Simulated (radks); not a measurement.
The numbers below are computed, except where a source is named.
Problem. These are the eigenvalues of the occupied orbitals of an atom or ion with whole-number occupations (hartree). Code: a radial shooting solver on a logarithmic mesh with Libxc functionals. Model: Dirac Kohn-Sham, PBE, spin-unpolarised, spherical densities, finite nucleus; Fermi nuclear charge, rms radius of each element as measured or else 0.836 A^(1/3) + 0.57 fm.

1s1/2: -2.22019

Which element is it, and in what charge state? The configuration may be excited. Open shells, if any, are shared by 2j + 1.

Solution. Z = 3, lithium, charge +1: Li+ in [He]. The 1s level, -2.2202 hartree, gives Z - s = 2.1 by -(Z - s)^2/2, which with screening and relativity narrows Z to a few neighbours, and the depths must fix Z and the occupations together.
